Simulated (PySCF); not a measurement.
**Radial density of Si (silicon, neutral)**

UHF, [Ne] 3s2 3p1 3d1, one real determinant (an excited configuration). Computed with PySCF 2.14 in aug-cc-pCVTZ-DK, with the spin-free X2C one-electron Hamiltonian (Gaussian nucleus).

```json
{"r (bohr)": "0.00151", "4πr²ρ (e/bohr)": "0.05795", "4πr²(ρα − ρβ)": "0.0000"}
{"r (bohr)": "0.00254", "4πr²ρ (e/bohr)": "0.1523", "4πr²(ρα − ρβ)": "0.0000"}
{"r (bohr)": "0.00427", "4πr²ρ (e/bohr)": "0.3958", "4πr²(ρα − ρβ)": "0.0000"}
{"r (bohr)": "0.00718", "4πr²ρ (e/bohr)": "1.003", "4πr²(ρα − ρβ)": "-0.0001"}
{"r (bohr)": "0.0121", "4πr²ρ (e/bohr)": "2.419", "4πr²(ρα − ρβ)": "-0.0002"}
{"r (bohr)": "0.0203", "4πr²ρ (e/bohr)": "5.343", "4πr²(ρα − ρβ)": "-0.0005"}
{"r (bohr)": "0.0342", "4πr²ρ (e/bohr)": "10.16", "4πr²(ρα − ρβ)": "-0.0005"}
{"r (bohr)": "0.0575", "4πr²ρ (e/bohr)": "15.01", "4πr²(ρα − ρβ)": "0.0012"}
{"r (bohr)": "0.0967", "4πr²ρ (e/bohr)": "14.93", "4πr²(ρα − ρβ)": "0.0108"}
{"r (bohr)": "0.163", "4πr²ρ (e/bohr)": "10.19", "4πr²(ρα − ρβ)": "0.0394"}
{"r (bohr)": "0.274", "4πr²ρ (e/bohr)": "11.59", "4πr²(ρα − ρβ)": "0.0774"}
{"r (bohr)": "0.460", "4πr²ρ (e/bohr)": "14.02", "4πr²(ρα − ρβ)": "0.0494"}
{"r (bohr)": "0.774", "4πr²ρ (e/bohr)": "5.988", "4πr²(ρα − ρβ)": "-0.0018"}
{"r (bohr)": "1.30", "4πr²ρ (e/bohr)": "1.589", "4πr²(ρα − ρβ)": "0.2307"}
{"r (bohr)": "2.19", "4πr²ρ (e/bohr)": "1.459", "4πr²(ρα − ρβ)": "0.5034"}
{"r (bohr)": "3.68", "4πr²ρ (e/bohr)": "0.4675", "4πr²(ρα − ρβ)": "0.3214"}
{"r (bohr)": "6.19", "4πr²ρ (e/bohr)": "0.1993", "4πr²(ρα − ρβ)": "0.1973"}
{"r (bohr)": "10.4", "4πr²ρ (e/bohr)": "0.001709", "4πr²(ρα − ρβ)": "0.0017"}
```

Densities and radii are taken from the X2C orbitals without a picture-change correction, which distorts them close to the nucleus.

⟨L²⟩ = 8.05 against 12 for a pure F term, so this real determinant mixes terms. The outer electron is Rydberg-like, and this basis confines it to a smaller radius and binds it less than a complete one would.
